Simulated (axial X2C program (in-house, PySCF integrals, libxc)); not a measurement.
Bond lengths and stretching modes, held linear, of NSbN

Calculated with an in-house all-electron X2C program for linear molecules (integrals from PySCF): two-component X2C with atomic mean-field Coulomb and Gaunt terms, Gaussian nuclei, basis N dyall-av3z, Sb dyall-v3z with contracted cores. Spin-free rows use the one-electron spin-free X2C Hamiltonian.

Masses N 14.003, Sb 120.904, N 14.003 u. States: 2c Ω = 1/2 (beyond evenly filled blocks: ω = 1/2); spin-free M_S = 1/2, Λ = 1 (beyond evenly filled blocks: π+α, π+β, π-α).

PBE0, spin-free: energies above the lowest point

```json
{"r(N–Sb) (Å)": "1.8174", "r(Sb–N) (Å)": "1.8174", "E (meV)": "61.17"}
{"r(N–Sb) (Å)": "1.8174", "r(Sb–N) (Å)": "1.8640", "E (meV)": "24.74"}
{"r(N–Sb) (Å)": "1.8174", "r(Sb–N) (Å)": "1.9106", "E (meV)": "43.11"}
{"r(N–Sb) (Å)": "1.8640", "r(Sb–N) (Å)": "1.8174", "E (meV)": "24.74"}
{"r(N–Sb) (Å)": "1.8640", "r(Sb–N) (Å)": "1.8640", "E (meV)": "0.00"}
{"r(N–Sb) (Å)": "1.8640", "r(Sb–N) (Å)": "1.9106", "E (meV)": "29.49"}
{"r(N–Sb) (Å)": "1.8640", "r(Sb–N) (Å)": "1.9572", "E (meV)": "99.51"}
{"r(N–Sb) (Å)": "1.9106", "r(Sb–N) (Å)": "1.8174", "E (meV)": "43.11"}
{"r(N–Sb) (Å)": "1.9106", "r(Sb–N) (Å)": "1.8640", "E (meV)": "29.49"}
{"r(N–Sb) (Å)": "1.9106", "r(Sb–N) (Å)": "1.9106", "E (meV)": "69.74"}
{"r(N–Sb) (Å)": "1.9572", "r(Sb–N) (Å)": "1.8640", "E (meV)": "99.51"}
{"r(N–Sb) (Å)": "1.9572", "r(Sb–N) (Å)": "1.9572", "E (meV)": "239.74"}
```

Fit a quadratic surface with cubic terms in each bond: where is the minimum, and what are the two stretching wavenumbers?

At PBE0, spin-free: bonds 1.861 and 1.861 Å; harmonic stretches 698.1 and 765.5 cm⁻¹; force constants 4.05, 4.05 and coupling 0.79 mdyn/Å.

The other levels and Hamiltonians give:

```json
{"Hamiltonian": "2c", "level": "PBE0", "r(N–Sb) (Å)": "1.862", "r(Sb–N) (Å)": "1.862", "lower stretch (cm⁻¹)": "708.6", "upper stretch (cm⁻¹)": "763.3"}
{"Hamiltonian": "2c", "level": "B3LYP", "r(N–Sb) (Å)": "1.878", "r(Sb–N) (Å)": "1.878", "lower stretch (cm⁻¹)": "670.3", "upper stretch (cm⁻¹)": "743.1"}
{"Hamiltonian": "spin-free", "level": "B3LYP", "r(N–Sb) (Å)": "1.876", "r(Sb–N) (Å)": "1.876", "lower stretch (cm⁻¹)": "659.8", "upper stretch (cm⁻¹)": "746.3"}
```

Each state is one determinant, the lowest of a limited PBE0 search; the stretches come from a fit to these few points and carry an uncertainty of a few per cent. Other orders of the atoms were not compared. Left out for rough or failed fits: HF 2c, MP2 2c, HF spin-free, MP2 spin-free. The molecule was held linear; bending was not examined, so a bent shape may lie lower. Note: functional without a current term on a determinant with orbital currents, of the molecule or an atom.
